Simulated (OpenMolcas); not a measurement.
An atom or ion with 26 electrons was computed by SS-CASPT2, IPEA 0.25 Eh, imaginary shift 0.1 Eh with spin-orbit coupling (OpenMolcas, ANO-RCC-VTZP, DKH2). The lowest levels that the run gave, each within 12 % of the measured value where one is at hand:

```json
{"J": "4", "Parity": "even", "E (cm-1)": "0.0", "g": "1.250"}
{"J": "3", "Parity": "even", "E (cm-1)": "1346", "g": "1.084"}
{"J": "2", "Parity": "even", "E (cm-1)": "2250", "g": "0.668"}
{"J": "2", "Parity": "even", "E (cm-1)": "13860", "g": "1.043"}
{"J": "2", "Parity": "even", "E (cm-1)": "17200", "g": "1.456"}
{"J": "1", "Parity": "even", "E (cm-1)": "17560", "g": "1.501"}
{"J": "0", "Parity": "even", "E (cm-1)": "17820", "g": ""}
{"J": "4", "Parity": "even", "E (cm-1)": "23800", "g": "1.000"}
{"J": "0", "Parity": "even", "E (cm-1)": "53600", "g": ""}
```

Problem. Which ion is it, and what are the configurations and terms?

Solution. Ni²⁺ (Z = 28, charge +2; active space 8 electrons in 5 orbitals (3d)). J, parity and g give the terms where levels are pure, and mixed ones are named by the computed weights; the size of the splittings, set against known spectra of the 26-electron sequence, gives the charge. In order, with the measured energies in cm-1 (Corliss and Sugar, J. Phys. Chem. Ref. Data 10, 197 (1981)): 3d8 3F4, 3d8 3F3 (1361), 3d8 3F2 (2270), 3d8 1D2 (14032), 3d8 3P2 (16662), 3d8 3P1 (16978), 3d8 3P0 (17231), 3d8 1G4 (23109), 3d8 1S0 (52532).

CASPT2 breaks the degeneracy within a term, and the mean is taken; among the terms shown or strongly mixed into the levels shown the widest spread is 850 cm-1 (3d8 1G). Terms from blocks run as CI alone lack orbitals of their own. Computed and measured levels are paired by configuration, term and J; levels that our copy of the source lacks, or whose pairing is in doubt (as where it misses far off the trend of its configuration), stay unpaired and out of the deviations. Levels of configurations outside the active space are missing.
